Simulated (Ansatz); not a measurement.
Na3I4⁻, relaxed as a singlet with RKS r2SCAN-D4/def2-SVPD in Ansatz, starting from the GFN1-xTB geometry. Force threshold 0.02 eV/Å.

In the def2 sets I takes a core potential; there is no spin–orbit coupling. Another isomer (singlet) lies 0.70 eV lower at PBE0-D4/def2-TZVPD; other spin states weren't run for this one.

Start:

| atom | x (Å) | y (Å) | z (Å) |
| --- | --- | --- | --- |
| Na1 | -4.1854 | 2.0486 | 0.9691 |
| Na2 | -1.2871 | 0.5763 | 0.2658 |
| Na3 | 3.8084 | -1.8148 | -0.8407 |
| I4 | -3.7601 | -0.6987 | 1.5845 |
| I5 | -2.1123 | 3.4826 | -0.3532 |
| I6 | 6.2765 | -2.9340 | -1.3814 |
| I7 | 1.2601 | -0.6599 | -0.2440 |

```csv
step,energy (eV),largest force component (eV/Å),SCF passes
1,-45670.9098,0.225,13
2,-45670.9469,0.099,17
3 (rejected),-45670.9462,0.107,17
4,-45670.9570,0.013,17
5,-45670.9574,0.002,17
```

Force components are those of the run's own axes.

End:

```xyz
7

Na   -4.408    2.139    0.978
Na   -1.290    0.586    0.276
Na    3.941   -1.877   -0.864
I    -3.828   -0.598    1.606
I    -2.217    3.489   -0.288
I     6.484   -3.025   -1.429
I     1.318   -0.715   -0.280
```

By distances, no bond broke or formed. The bond that changes most is Na2–I7, from 2.88 to 2.97 Å (atoms count from 1).

The force fell under the threshold at step 4, but the optimiser went on. No frequencies were taken in this run, so the end may be a saddle point.

It took 30 s on 4 threads of Arm Neoverse V1 on a shared host.
